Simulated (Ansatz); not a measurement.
Coupled-cluster diagnostics for (H2Al-mu-PH2)2 (Al₂P₂H₈), Ansatz.

Geometry of the singlet (PBE0-D4/def2-SVP):

```tsv
atom	x (Å)	y (Å)	z (Å)
Al1	-1.740	0.066	0.536
H2	-2.031	0.648	1.988
H3	-2.840	-0.463	-0.485
P4	0.138	-1.513	0.633
Al5	1.741	-0.064	-0.532
H6	2.035	-0.645	-1.984
H7	2.839	0.464	0.491
P8	-0.138	1.513	-0.634
H9	0.520	-1.922	1.934
H10	-0.096	-2.769	0.022
H11	0.092	2.773	-0.031
H12	-0.521	1.913	-1.938
```

Correlated methods freeze 20 core orbitals.

Task: Estimate the CCSD(T) correlation energy, the shares of MP2 and (T), T1 and the reference's ⟨S²⟩ for: charge 0, singlet, own geometry in def2-TZVPP; and the rough time on 4 threads of Arm Neoverse V2 on a shared host.

Result: 
| state | basis | correlation (eV) | MP2 share (%) | (T) share (%) | T1 | ⟨S²⟩ (pure) | wall time |
| --- | --- | --- | --- | --- | --- | --- | --- |
| charge 0, singlet, own geometry | def2-TZVPP | -16.291 | 83.3 | 3.7 | 0.013 | 0.00 (0.00) | 7.2 min |
Customary marks for T1 are 0.02 (closed shells), 0.045 (open shells) and about 0.05 (3d metals). T1 stays under 0.02 throughout.
